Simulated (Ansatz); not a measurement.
Ansatz (a first-principles code) input (CCSD(T)/6-31G*):

Ansatz 0.2 input:
```yaml
crystal:
  periodic: [false, false, false]
  atoms:
    - {symbol: C, position_ang: [2.64704876, -0.01554759, -0.53069350]}
    - {symbol: C, position_ang: [1.16025362, 0.30827824, -0.63417804]}
    - {symbol: C, position_ang: [0.32456717, -0.39793917, 0.43977248]}
    - {symbol: C, position_ang: [-1.15037856, -0.07417396, 0.33383193]}
    - {symbol: C, position_ang: [-1.65212937, 1.01986174, 1.01642769]}
    - {symbol: C, position_ang: [-1.95672186, -0.85684296, -0.47379476]}
    - {symbol: H, position_ang: [3.04925245, 0.28721528, 0.43920325]}
    - {symbol: H, position_ang: [3.22087314, 0.49817106, -1.30405283]}
    - {symbol: H, position_ang: [2.82488773, -1.08810147, -0.64085266]}
    - {symbol: H, position_ang: [0.78368951, 0.02308611, -1.62062672]}
    - {symbol: H, position_ang: [1.00640377, 1.38785025, -0.54987737]}
    - {symbol: H, position_ang: [0.46983665, -1.47813986, 0.35364171]}
    - {symbol: H, position_ang: [0.69323787, -0.10923018, 1.42770353]}
    - {symbol: H, position_ang: [-2.69357038, 1.30153886, 0.93367978]}
    - {symbol: H, position_ang: [-1.02051181, 1.62404199, 1.65359051]}
    - {symbol: H, position_ang: [-1.56261882, -1.71644920, -0.99889036]}
    - {symbol: H, position_ang: [-3.00731875, -0.63180054, -0.60171349]}
basis:
  gaussian:
    orbitals: 6-31G*
magnetization: {spin_polarized: true, initial_magnetization: 1}
correlation: {method: ccsd_t, electrons: outside_noble_gas}
```

End of the output:

```
integrals: 0.32 GiB planned
1217 factors; integrals over basis functions are off by at most 6.8e-4 eV
0.46 GiB of device memory are held for the factors and their scratch space
mean field: 0.49 GiB planned
mean field evaluation 1: about -6352.2000 eV, gradient 2.3e1 eV
mean field evaluation 2: about -6352.2025 eV, gradient 2.3e1 eV
mean field evaluation 4: about -6355.6257 eV, gradient 3.2e0 eV
mean field evaluation 8: about -6355.8460 eV, gradient 9.3e-2 eV
mean field evaluation 16: about -6355.2332 eV, gradient 7.1e0 eV
mean field evaluation 32: about -6355.8458 eV, gradient 3.4e-5 eV
mean field -6355.84578341 eV, -233.5730243933 hartree, gradient 2.9e-6 eV, S^2 0.964121; 1 other end points of the search recorded, 0 dependent functions left out
6 core orbitals not correlated
reference -6355.84578341 eV, -233.5730243933 hartree; 18, 17 occupied and 88, 89 virtual orbitals, 1217 factors
second order -20.06855748 eV of doubles, -0.00000000 eV of singles
coupled cluster: 2.81 GiB planned
cycle   1  -21.33269880 eV  change    -1.3e0 eV  update   1.1e-1
cycle   2  -22.05839406 eV  change   -7.3e-1 eV  update   4.3e-2
cycle   3  -22.23075839 eV  change   -1.7e-1 eV  update   2.6e-2
cycle   4  -22.25328084 eV  change   -2.3e-2 eV  update   1.4e-2
cycle   5  -22.25428449 eV  change   -1.0e-3 eV  update   4.5e-3
cycle   6  -22.25523499 eV  change   -9.5e-4 eV  update   1.5e-3
cycle   7  -22.25539930 eV  change   -1.6e-4 eV  update   4.3e-4
cycle   8  -22.25543310 eV  change   -3.4e-5 eV  update   1.5e-4
cycle   9  -22.25543181 eV  change    1.3e-6 eV  update   4.7e-5
cycle  10  -22.25542875 eV  change    3.1e-6 eV  update   1.5e-5
coupled cluster: 2.81 GiB planned
perturbative correction -0.72417319 eV, -0.0266128737 hartree
Total energy: -6378.82538534 eV, -234.4175091882 hartree
```

It need not be the lowest isomer of its formula.

The determinant is spin-contaminated: <S^2> is 0.96 against 0.75 for a pure state.
